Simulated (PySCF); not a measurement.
**³¹P chemical shifts**

PySCF 2.14 calculation with GFN2-xTB structure and GIAO PBE0/pcSseg-1 shieldings; averaged over atoms made equivalent by symmetry, fast rotation or ring inversion, no solvent model, one conformer, non-relativistic.

Shieldings were converted by a linear fit to measured shifts: ³¹P: δ = 270.09 − 0.828σ (rms 18.1 ppm, 64 shifts vs H3PO4, solution or neat liquid). Occasional misses reach two or three times the rms, and more in compound classes unlike the fitted ones.

(1) Give the ³¹P shifts of `C1CC2CCCP2C1`.

(2) Order these by ³¹P shift, lowest first.
A. FC(F)(F)P1(=S)CCOCC1
B. CP(C1CC1)C1CC1
C. CP(C)C1=CCCC1
D. Cc1ccpc(C(F)(F)F)n1
E. CO[Si@@H]([SiH2]O)[SiH2]P
F. C[SiH2]O[SiH2]O[SiH2]P

## Answers

(1) 
```csv
compound,environment,δ (ppm)
C1CC2CCCP2C1,"phosphorus bonded to 3 C, in a 5-membered ring",-12.5
```

(2) E (-260.6 ppm, phosphorus bonded to Si, 2 H), F (-227.4 ppm, phosphorus bonded to Si, 2 H), C (-53.3 ppm, phosphorus bonded to 3 C), B (-11.9 ppm, phosphorus bonded to 3 C), A (28.1 ppm, phosphorus bonded to 3 C, S, in a 6-membered ring), D (172.5 ppm, phosphorus bonded to 2 C, in a 6-membered ring).
